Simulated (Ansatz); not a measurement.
Pulling on the Se1–H2 bond in CH4OSe (SMILES CO[SeH]) (multiplicity 1 held, fragments rigid). Energies count from the point at 1.484 Å.
Geometry at that point (charge 0, multiplicity 1):
```xyz
7

Se    -0.415    -0.175     0.595
H     -1.210    -1.128    -0.218
O      1.002    -0.073    -0.529
C      0.820     0.782    -1.655
H      0.545     1.796    -1.355
H      1.781     0.802    -2.172
H      0.055     0.390    -2.333
```

Signs of static correlation in cc-pVDZ, with CASSCF(4,3), from Ansatz (a program for electronic structure) runs.

```csv
R (Å),T1 of restricted CCSD,⟨S²⟩ of UHF,largest double amplitude of restricted CCSD,weight of the CASSCF reference in MRCISD,CASSCF natural occupations
1.187,0.012,0.000,0.036,0.882,2.00 1.99 0.01
1.335,0.012,0.000,0.035,0.882,2.00 1.98 0.02
1.484,0.012,0.000,0.030,0.882,2.00 1.97 0.03
1.632,0.013,0.000,0.042,0.881,2.00 1.96 0.04
1.780,0.014,0.000,0.081,0.881,2.00 1.93 0.07
2.003,0.016,0.294,…,0.881,2.00 1.88 0.12
2.226,0.018,…,0.234,0.881,2.00 1.80 0.20
2.596,0.022,0.886,0.363,0.880,2.00 1.62 0.38
2.967,0.026,0.966,0.511,0.880,2.00 1.42 0.58
3.413,0.030,0.997,0.648,0.880,2.00 1.24 0.76
4.006,0.032,1.007,0.767,0.880,2.00 1.10 0.90
4.748,0.032,1.009,0.838,0.880,2.00 1.03 0.97
```

What belongs in the gaps?


- 2.003, largest double amplitude of restricted CCSD: 0.155
- 2.226, ⟨S²⟩ of UHF: 0.647

Doubts at one or more of the structures used: active orbitals that take no part (SC-NEVPT2 on CASSCF(4,3)/cc-pVDZ); a restricted determinant that unrestricted orbitals would lower (R-CCSD(T)/cc-pVDZ); other coupled-cluster roots lie near (R-CCSD(T)/cc-pVDZ); a spin-contaminated determinant (U-CCSD(T)/cc-pVDZ); T1 above 0.05 (U-CCSD(T)/cc-pVDZ).
